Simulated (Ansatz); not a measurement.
Total energies of `[SiH2]1S[S][GaH]1`.

```xyz
7

Si   -0.148    1.054    0.135
S     1.646    0.305    1.089
S     1.354   -1.693    0.474
Ga   -0.536   -1.191   -0.586
H     0.167    2.092   -0.885
H    -1.079    1.667    1.123
H    -1.404   -2.235   -1.349
```

Total charge 0; spin multiplicity 1. Correlated methods include outer-core shells of Ga, which these sets cover unevenly. Scalar relativity is left out up to krypton. All single points use the PBE0-D4/def2-TZVP geometry. Basis def2-TZVPP, the Gaussian-basis code of Ansatz.

RPA on PBE orbitals: Hartree–Fock energy of these orbitals -3008.99067 Eh, correlation -1.15376 Eh (frozen core).

| functional | kind | energy without D4 (Eh) | D4 term (kJ/mol) |
| --- | --- | --- | --- |
| BLYP | GGA | -3012.67444 | -55.5 |
| B3LYP | global hybrid, 20 % | -3012.71864 | -43.2 |

Problem. Give the same for LDA (SPW92), PBE, revPBE, r2SCAN, B97M-V, PBE0, r2SCANh, r2SCAN0, HSE06 (plane-wave form), BHLYP, CAM-B3LYP, LC-ωPBE, ωB97X-V, ωB97M-V, B2PLYP, PBE-QIDH. (Estimate.)

Solution. Computed: 
```
             functional                                       kind  energy without D4 (Eh)  D4 term (kJ/mol)
            LDA (SPW92)                                        LDA             -3005.68539                 –
                    PBE                                        GGA             -3011.83569             -26.0
                 revPBE                                        GGA             -3012.27286             -61.8
                 r2SCAN                                   meta-GGA             -3012.52678              -5.4
                 B97M-V                         meta-GGA with VV10             -3011.97303                 –
                   PBE0         global hybrid, 25 % exact exchange             -3011.96600             -22.1
                r2SCANh                      meta-GGA hybrid, 10 %             -3012.50992              -6.1
                r2SCAN0                      meta-GGA hybrid, 25 %             -3012.48638              -6.9
HSE06 (plane-wave form)                            screened hybrid             -3011.94441             -21.1
                  BHLYP                        global hybrid, 50 %             -3012.58064             -41.2
              CAM-B3LYP                     range-separated hybrid             -3012.75265             -23.2
                LC-ωPBE                long-range corrected hybrid             -3012.03696                 –
                ωB97X-V       range-separated hybrid GGA with VV10             -3012.26961                 –
                ωB97M-V  range-separated hybrid meta-GGA with VV10             -3012.44528                 –
                 B2PLYP                              double hybrid             -3011.87340                 –
               PBE-QIDH                              double hybrid             -3011.36860                 –
```

B3LYP takes the VWN-RPA correlation (the form of Gaussian; ORCA's B3LYP/G). HSE06 is the plane-wave form, built on full-range PBE exchange. The double hybrids freeze the cores in their second-order part.

LC-ωPBE has ω = 0.4 bohr⁻¹.
